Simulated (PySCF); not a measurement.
C₃H₈NOSi (doublet state).
Structure used (GFN2-xTB), in Å, numbered top down from 1:
```xyz
14
C3H8NOSi angstrom
C      2.2388   -0.9002   -0.3931
N      0.9539   -0.3409   -0.1270
C      0.8731    0.7381    0.5893
Si    -0.7615    1.5135    0.7906
O     -2.1240    0.7805    0.3290
C     -2.3125   -0.3542   -0.4710
H      3.0645   -0.3482    0.0810
H      2.2524   -1.9352   -0.0417
H      2.3992   -0.9196   -1.4749
H      1.7764    1.2368    0.9687
H     -1.2366    2.4695    1.7560
H     -2.9991   -1.0265    0.0475
H     -1.3665   -0.8630   -0.6554
H     -2.7586   -0.0510   -1.4211
```

The hyperfine couplings belong to this conformer and change with its torsions.

As a line formula: `C/N=C/[SiH]OC` [radical].

Level of theory: UKS B3LYP, pcH-1 on C H N O Si, non-relativistic, mean-field spin-orbit, GIAO in PySCF 2.14.0. One conformer (not necessarily the lowest) at the GFN2-xTB geometry, without solvent, vibrations or thermal averaging. The geometry wasn't refined by DFT: couplings that depend on bond lengths, twists or pyramidal angles can differ widely from those at the functional's own minimum, by a factor of two or more for some ions and for spin on atoms past the first row. No stability test was run, so a lower SCF solution isn't excluded.

**Question.** Break the g tensor into its mass correction, gauge correction and orbital-Zeeman/spin–orbit terms.

**Answer.** 
| Δg (ppm) | 1 | 2 | 3 |
| --- | --- | --- | --- |
| relativistic mass correction | -179 | -179 | -179 |
| gauge correction | 4 | 42 | 49 |
| orbital Zeeman/spin–orbit | -78 | 923 | 1543 |
| total | -254 | 785 | 1412 |

So g = 2.00207, 2.00310, 2.00373 and g_iso = 2.00297; the tensor is rhombic: the two nearest values differ by 38 % of g3 − g1. Axes: g3 points within 14° of the Si4–O5 bond.

**Question.** At 33.856 GHz, how far is the centre of the isotropic spectrum from where a free electron (g = 2.002319) resonates?

**Answer.** B = hν/(g μB) with μB/h = 13.99624 MHz/mT gives 1208.07 mT for the free electron and 1207.68 mT at g_iso, 0.39 mT lower.

**Question.** What are the electron Larmor frequencies g μB B/h along the three axes at 3350 mT?

**Answer.** 93.8717, 93.9204, 93.9498 GHz for g1, g2 and g3, a range of 78.1 MHz.

**Question.** In a frozen sample, at which fields do the three g values resonate at 9.5, 34, 94 and 263 GHz (hyperfine left aside), and which band first spreads them over more than twice a line width of 0.5 mT?

**Answer.** 
```csv
band,GHz,B(g3) mT,B(g2) mT,B(g1) mT,spread mT
X,9.5,338.74,338.85,339.03,0.28
Q,34.0,1212.35,1212.73,1213.36,1.01
W,94.0,3351.79,3352.84,3354.58,2.79
J,263.0,9377.88,9380.82,9385.68,7.80
```

The spread grows in proportion to the frequency. Q band is the first where it exceeds 1.0 mT.

The largest Mulliken spin populations are on Si4 (+0.70), N2 (+0.33), C3 (-0.09) and O5 (+0.06). The positive populations add up to 1.14 and the negative ones to -0.14, together 2S = 1. The angles at Si4 add up to 355.4°, so it is nearly planar.

The HOMO–LUMO gaps are 3.96 eV among the α and 4.69 eV among the β orbitals.
